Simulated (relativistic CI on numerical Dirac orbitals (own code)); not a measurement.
**Os3+: 4d photoemission**

Computed with this model: Dirac-Coulomb-Breit CI, separate exchange-only KLI orbitals for each configuration, QED by a radiative potential, valence Slater integrals scaled by 0.8, multiplet model of photoemission in the sudden approximation; configurations [Xe] 4f14 5d5 → [Kr] 4d9 4f14 5s2 5p6 5d5; 80 K; Lorentzian 3.5 eV and Gaussian 0.6 eV FWHM. Energies are those of the free ion, without screening or charge transfer. The energies are binding energies and can lie tens of eV above those of solids. S is read from ⟨S²⟩ = S(S + 1).

Computed curve for free ion, scaled to 100 at the maximum (points under 2 are left out and the grid is thinned):

| Energy (eV) | Intensity |
| --- | --- |
| 310.2 | 2.1 |
| 311.0 | 2.3 |
| 311.4 | 2.5 |
| 312.2 | 2.8 |
| 313.0 | 3.2 |
| 313.4 | 3.4 |
| 314.2 | 4.0 |
| 315.0 | 4.7 |
| 315.8 | 5.6 |
| 316.2 | 6.2 |
| 317.0 | 7.7 |
| 317.8 | 9.7 |
| 318.2 | 11.0 |
| 319.0 | 14.6 |
| 319.8 | 20.3 |
| 320.2 | 24.3 |
| 321.0 | 36.3 |
| 321.8 | 56.1 |
| 322.6 | 83.1 |
| 323.0 | 94.5 |
| 323.8 | 97.5 |
| 324.6 | 75.2 |
| 325.0 | 62.1 |
| 325.8 | 41.7 |
| 326.6 | 29.4 |
| 327.0 | 25.6 |
| 327.8 | 20.7 |
| 328.6 | 17.6 |
| 329.0 | 16.1 |
| 329.8 | 13.4 |
| 330.6 | 11.4 |
| 331.4 | 10.3 |
| 331.8 | 10.1 |
| 332.6 | 10.2 |
| 333.4 | 11.2 |
| 333.8 | 12.1 |
| 334.6 | 14.9 |
| 335.4 | 20.0 |
| 335.8 | 23.8 |
| 336.6 | 35.3 |
| 337.4 | 52.1 |
| 337.8 | 60.4 |
| 338.6 | 65.9 |
| 339.4 | 53.3 |
| 340.2 | 37.0 |
| 340.6 | 30.8 |
| 341.4 | 22.1 |
| 342.2 | 16.5 |
| 342.6 | 14.3 |
| 343.4 | 10.7 |
| 344.2 | 8.2 |
| 344.6 | 7.2 |
| 345.4 | 5.7 |
| 346.2 | 4.6 |
| 347.0 | 3.8 |
| 347.4 | 3.5 |
| 348.2 | 3.0 |
| 349.0 | 2.6 |
| 349.4 | 2.4 |
| 350.2 | 2.1 |

The ground state has S = 2.40, and the centroid lies at 329.62 eV.
